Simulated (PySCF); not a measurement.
Input of a response calculation (the driver script's job line, then coordinates in Å):

```
{"job": {"kind": "uv", "xc": "PBE0", "basis": "def2-SVPD", "nstates": 8, "ntriplets": 3}, "charge": 0, "multiplicity": 1}
C      3.040862    -1.047764     0.073588
C      2.356021    -0.601208    -0.816306
B      1.463110    -0.067574    -1.889093
As    -0.135724     1.057319    -1.457512
C     -0.754064     0.140365     0.235107
C     -2.266188     0.255822     0.374876
C     -0.046568     0.769035     1.428374
H      3.649576    -1.437432     0.838673
H      1.749495    -0.273835    -3.010013
H     -1.032780     0.263723    -2.381422
H     -0.483284    -0.920503     0.184781
H     -2.611749    -0.248552     1.277689
H     -2.767326    -0.195418    -0.482489
H     -2.563122     1.303484     0.430691
H     -0.337269     0.279168     2.357943
H      1.035237     0.681939     1.319958
H     -0.303224     1.826577     1.505245
```

Output (SCF cycles cut):

```
converged SCF energy = -2456.2235837192

Static polarisability (au): isotropic 108.971, principal 81.899 111.318 133.697

Singlet excitations
state   eV       nm        f      main configurations
  1   3.4453    359.9   0.02400   H->L 0.78, H-1->L 0.19
  2   4.1981    295.3   0.07352   H-1->L 0.76, H->L 0.19
  3   5.1001    243.1   0.00457   H-2->L 0.71, H-3->L 0.17
  4   5.4680    226.7   0.03754   H-3->L 0.60, H-2->L 0.19
  5   5.9527    208.3   0.04187   H->L+1 0.55, H-4->L 0.34
  6   6.0199    206.0   0.01203   H-4->L 0.44, H->L+1 0.36, H-3->L 0.08
  7   6.4388    192.6   0.00749   H-6->L 0.88
  8   6.4756    191.5   0.00385   H-5->L 0.85

Triplet excitations (Tamm-Dancoff, eV): 2.8096 3.6606 4.0848
```

Level of theory: TDDFT PBE0/def2-SVPD, vertical, gas phase, core orbitals frozen in the response (PySCF 2.14.0, density-fitted response routines). Isolated species at its GFN2-xTB geometry (one conformer only). Relativistic effects, spin–orbit coupling among them, are left out although an element past zinc is present.

Q: What is the total energy of state 4 at this geometry?

A: -2456.22358 + 0.20095 = -2456.02263 hartree.

Q: Give the mean polarisability in Å³.

A: 108.97 au × 0.148185 = 16.15 Å³.

Q: What share of the summed oscillator strength falls to the strongest level in this window?

A: State 2 at 295 nm: 0.0735 of 0.2049, or 36%.

Q: How much of the mean polarisability do the listed states account for?

A: The sum over states Σ f/ΔE² (ΔE in hartree) gives 6.97 au, 6% of the total; the rest comes from higher roots of the same response equations.

Q: Which orbital energies lie behind H and L?

A: HOMO -6.96 eV and LUMO -2.29 eV, a gap of 4.67 eV; state 1 differs from that by -1.22 eV.

Q: Which species is it?

A: `C#CB[AsH]C(C)C` (C5H10AsB), point group C1.

H and L stand for HOMO and LUMO.

The run took 95 s wall on one thread of an Arm Neoverse N1, no GPU, shared host with 64 logical CPUs at a one-minute load of 58, and the process peaked at 0.91 GiB of memory.

Shape of the structure used: `[CH:1]#[C:2][BH:3][AsH:4][CH:5]([CH3:6])[CH3:7]`: C2–B3–As4–C5 -37°, B3–As4–C5–C6 -149°.
